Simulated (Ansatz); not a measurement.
Cost and result for the atomization energy of `[SiH3]O[CH](S)[InH2]` (12 atoms, 11 bonds).

```xyz
12

Si    0.7426   -0.8223   -1.9294
O     0.6215    0.2716   -0.6884
C     0.2259   -0.0667    0.6044
S    -1.3795   -0.9553    0.7016
In   -0.2719    1.5442    1.9829
H     1.6722   -0.2049   -2.9040
H     1.2926   -2.1080   -1.4193
H    -0.5656   -1.0739   -2.5839
H     0.9129   -0.7920    1.0565
H    -2.1540    0.0430    0.2345
H    -1.3240    2.7371    1.3228
H     0.2275    1.4270    3.6222
```

Total charge 0; spin multiplicity 1. Correlated methods include outer-core shells of In, which these sets cover unevenly. In takes the def2 core potential. All single points use the PBE0-D4/def2-TZVP geometry. It is one conformer, not always the lowest. Program: Ansatz. All runs use 2 threads of an AMD EPYC 7R13 on a shared host and a share of an NVIDIA H100 80 GB. Times are those of one run each, without the atoms' runs, and a repeat can differ threefold. Electronic energies, without spin–orbit coupling; frozen cores. CCSD(T)/CBS adds CCSD(T) − MP2 in def2-TZVPP to the MP2 limit, and its time is that of the two runs behind it. T1 = 0.014. With those shells the extrapolation isn't a true limit. B3LYP takes the VWN-RPA correlation (the form of Gaussian; ORCA's B3LYP/G).

CCSD(T)/CBS is a level of theory with its own doubt, some kJ/mol a heavy atom from the limit and from the frozen cores, so smaller differences don't rank the functionals.

```csv
level,functions,wall time
CCSD(T)/def2-TZVPP,294,22 s
ωB97X-V/def2-TZVPP,294,23 s
B3LYP-D4/def2-TZVPP (with forces),294,24 s
ωB97M-V/def2-TZVPP (with forces),294,25 s
PBE0-D4/def2-TZVPP,294,25 s
B2PLYP/def2-TZVPP,294,26 s
MP2/def2-QZVPP,546,27 s
PBE-D4/def2-TZVPP (with forces),294,37 s
r2SCAN-D4/def2-TZVPP (with forces),294,47 s
CCSD(T)/CBS(def2),–,49 s
```

Problem. What atomization energy does each give, and how far from CCSD(T)/CBS? (Estimate.)

Solution. The calculation gave: 
```tsv
level	atomization (kJ/mol)	difference from CCSD(T)/CBS	per bond
CCSD(T)/def2-TZVPP	3509.0	-104.8	-9.5
ωB97X-V/def2-TZVPP	3629.6	15.8	1.4
B3LYP-D4/def2-TZVPP (with forces)	3576.1	-37.7	-3.4
ωB97M-V/def2-TZVPP (with forces)	3617.3	3.5	0.3
PBE0-D4/def2-TZVPP	3568.0	-45.8	-4.2
B2PLYP/def2-TZVPP	3528.3	-85.5	-7.8
MP2/def2-QZVPP	3591.1	-22.7	-2.1
PBE-D4/def2-TZVPP (with forces)	3622.3	8.5	0.8
r2SCAN-D4/def2-TZVPP (with forces)	3606.5	-7.3	-0.7
CCSD(T)/CBS(def2)	3613.8	0.0	0.0
```

The D4 term adds +52.6 kJ/mol with B3LYP and +27.7 kJ/mol with PBE0; it sums over pairs of atoms, weighted by their polarisabilities, and B3LYP, whose exchange is more repulsive, gets the larger term. From PBE to PBE0 (25 % exact exchange), in def2-TZVPP and without D4, the atomization energy moves by −49.7 kJ/mol: exact exchange takes away binding that semilocal exchange gives to molecules. In def2-TZVPP, CCSD(T) changes the Hartree–Fock value by +982.5 kJ/mol (the triples alone add +59.3 kJ/mol) and MP2 by +1002.1 kJ/mol; breaking electron pairs costs correlation energy, which Hartree–Fock lacks.

Spin–orbit coupling would lower the free In atoms strongly, and the atomization energy with them, by more than many differences here.
